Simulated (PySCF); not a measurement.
AlF₃, SMILES [F][Al-]([F])[F], charge -1, multiplicity 2. Coordinates come from a PBE0-D3(BJ)/def2-SVPD optimisation.

Task: Give the equilibrium geometry at PBE0-D3(BJ)/def2-SVPD (PySCF confirms it by a frequency run) as bond lengths and angles, and its point group. (An estimate is asked for; the answer gives what the named calculation found.)

Result: point group C3v.
Atoms: Al1 F2 F3 F4. Bonded distances (Å): Al1–F2 1.729, Al1–F3 1.729, Al1–F4 1.729. Angles (°): F2–Al1–F3 108.4, F2–Al1–F4 108.4, F3–Al1–F4 108.4.
Charge -1, spin multiplicity 2.
